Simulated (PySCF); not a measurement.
Si(H)(F)(OH)(NMe2) (C2H8FNOSi), SMILES CN(C)[SiH](O)F.

Geometry: PBE0-D3(BJ)/def2-SVP. One conformer was computed; it need not be the lowest.

Method: PySCF 2.14.0 with TDDFT-PBE/def2-SVPD.

Vertical excitations. The molecule is in vacuum.

| state | energy (eV) | λ (nm) | f | main pairs |
|---|---|---|---|---|
| S1 | 5.06 | 245 | 0.011 | HOMO→LUMO 99 % |
| S2 | 5.58 | 222 | 0.014 | HOMO→LUMO+1 99 % |
| S3 | 5.79 | 214 | 0.040 | HOMO→LUMO+2 98 % |
| S4 | 6.60 | 188 | 0.046 | HOMO→LUMO+3 79 %, HOMO→LUMO+4 17 % |
| S5 | 6.72 | 184 | 0.046 | HOMO→LUMO+4 81 %, HOMO→LUMO+3 14 % |
| S6 | 6.89 | 180 | 0.035 | HOMO→LUMO+5 93 % |
| S7 | 7.02 | 177 | 0.018 | HOMO→LUMO+6 98 % |
| S8 | 7.32 | 169 | 0.028 | HOMO→LUMO+7 97 % |
| S9 | 7.55 | 164 | 0.019 | HOMO→LUMO+8 97 % |
| S10 | 7.68 | 161 | 0.023 | HOMO−1→LUMO 97 % |
| T1 | 4.94 | 251 | 0 | HOMO→LUMO 100 % |
| T2 | 5.46 | 227 | 0 | HOMO→LUMO+1 98 % |
| T3 | 5.60 | 222 | 0 | HOMO→LUMO+2 98 % |
| T4 | 6.22 | 199 | 0 | HOMO→LUMO+3 98 % |
Triplets are in the Tamm–Dancoff approximation, which puts them higher than full response would, so one can lie above its singlet here.
